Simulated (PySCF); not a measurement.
An unknown shows these calculated signals:

¹H NMR (400 MHz, computed): δ 11.01 (m, 1H), 7.86 (m, 1H), 7.74 (m, 1H), 5.77 (m, 1H), 5.02 (m, 3H).

¹³C{¹H} NMR (computed): δ 203.6 (C), 197.9 (C), 186.6 (CH), 151.5 (CH), 119.7 (CH2).

Fast rotation and ring inversion assumed for equivalent nuclei, no solvent, relativity neglected, a single conformation. GIAO PBE0/pcSseg-1 shieldings; structure optimised with GFN2-xTB; PySCF 2.14.0 with density-fitted response routines.

Scale: ¹H (σ = 31.72 ppm), ¹³C (σ = 186.93 ppm) against TMS (reference shieldings calculated alike).

Which of these does the molecule contain: a non-aromatic C=C double bond, a nitrile, an amide, a Si–CH3 group, a vinyl group CH=CH2, a Si–H bond?

Results:


- A non-aromatic C=C double bond: yes.
- A nitrile: no.
- An amide: no.
- A Si–CH3 group: no.
- A vinyl group CH=CH2: yes (δC 119.7, 151.5; δH 7.86 (m), 5.77 (m), 7.74 (m)).
- A Si–H bond: yes (δH 5.02 (m)).

The data belong to `InChI=1S/C5H7P3Si/c1-2-4-6-3-7-5(9)8-4/h2-3H,1H2,9H3`; they needn't prove each group on their own.

Carbon signals by region: 3 in the far downfield region (above 160 ppm), 2 in the sp2 and nitrile region (100–160 ppm). Above 160 ppm: 203.6, substituted aromatic carbon, 197.9, substituted aromatic carbon, 186.6, aromatic CH.

Splittings by ³¹P in the carbon and heteronuclear signals aren't shown, as no couplings were computed. Shifts are as computed. Against solution values, carbons near 30 ppm lie about +3 ppm off and those near 130 ppm about +5 ppm. Of 1211 compounds with measured shifts, 218 miss one by over three times the rms of a fit or turn the order of signals round; such compounds aren't used in these exercises. Multiplicities follow the n + 1 count of equivalent neighbours, as no J values were calculated; m marks all less simple cases, F and P coupling included.
